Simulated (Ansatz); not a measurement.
Relaxation of SnMeH3 (CH₆Sn) with RKS PBE-D4/def2-TZVP.

```sh
$ ansatz run in.yaml --threads 2 --pin off --events-out ev --progress --plain --max-ram 32768MiB --backend cpu
```

```yaml
crystal:
  periodic: [false, false, false]
  atoms:
    - {symbol: Sn, position_ang: [-0.000920, 0.003050, -0.985350]}
    - {symbol: C, position_ang: [0.001870, -0.004250, 1.160290]}
    - {symbol: H, position_ang: [-1.011380, 0.046020, 1.542100]}
    - {symbol: H, position_ang: [0.553080, 0.847680, 1.541410]}
    - {symbol: H, position_ang: [0.465660, -0.908820, 1.535730]}
    - {symbol: H, position_ang: [1.538140, -0.016350, -1.601740]}
    - {symbol: H, position_ang: [-0.754420, 1.350160, -1.591220]}
    - {symbol: H, position_ang: [-0.792040, -1.317480, -1.601220]}
basis:
  gaussian: {orbitals: def2-TZVP}
hamiltonian: {xc: pbe, dispersion: d4}
scf: {lower_state_search: "off"}
output: {orbitals: {seedname: orbitals}}
relax: {f_tol: 0.02, max_steps: 100}
```

It took 4.4 s on 2 threads of AMD EPYC 7R13 on a shared host.

Positions (Å) and forces (eV/Å) at steps 1, 2, 4, 5 of 5:

```xyz
8
step=1 energy=-6964.1435 eV
Sn   -0.001    0.003   -0.985   -0.005    0.001    0.650
C     0.002   -0.004    1.160   -0.003    0.011   -0.166
H    -1.011    0.046    1.542   -0.438    0.017    0.094
H     0.553    0.848    1.541    0.242    0.368    0.098
H     0.466   -0.909    1.536    0.204   -0.397    0.101
H     1.538   -0.016   -1.602    0.929   -0.013   -0.260
H    -0.754    1.350   -1.591   -0.452    0.812   -0.255
H    -0.792   -1.317   -1.601   -0.477   -0.799   -0.261
8
step=2 energy=-6964.2344 eV
Sn   -0.002    0.003   -1.009    0.006   -0.001   -0.100
C     0.003   -0.004    1.149   -0.008    0.006   -0.051
H    -1.024    0.044    1.522   -0.112    0.003    0.034
H     0.558    0.860    1.523    0.062    0.096    0.029
H     0.474   -0.919    1.518    0.054   -0.104    0.029
H     1.649   -0.020   -1.570   -0.289    0.004    0.019
H    -0.807    1.449   -1.561    0.141   -0.253    0.019
H    -0.851   -1.413   -1.571    0.148    0.250    0.021
8
step=4 energy=-6964.2493 eV
Sn   -0.002    0.003   -0.996    0.000    0.000   -0.021
C     0.002   -0.004    1.162    0.000    0.000    0.027
H    -1.029    0.036    1.535    0.007   -0.001   -0.002
H     0.554    0.867    1.535   -0.004   -0.006   -0.002
H     0.483   -0.919    1.529   -0.003    0.007   -0.002
H     1.614   -0.024   -1.591    0.001    0.000    0.000
H    -0.786    1.420   -1.582    0.000    0.001    0.000
H    -0.837   -1.380   -1.592   -0.001   -0.001    0.000
8
step=5 energy=-6964.2494 eV
Sn   -0.002    0.003   -0.997    0.000    0.000    0.000
C     0.002   -0.004    1.162    0.000    0.000    0.000
H    -1.029    0.031    1.535    0.000   -0.001    0.000
H     0.550    0.870    1.535    0.000    0.000    0.000
H     0.487   -0.917    1.529    0.000    0.000    0.000
H     1.614   -0.027   -1.592    0.000    0.000    0.000
H    -0.783    1.422   -1.582    0.000    0.000    0.000
H    -0.840   -1.379   -1.592    0.000    0.000    0.000
```

In the def2 sets Sn takes a core potential; there is no spin–orbit coupling.
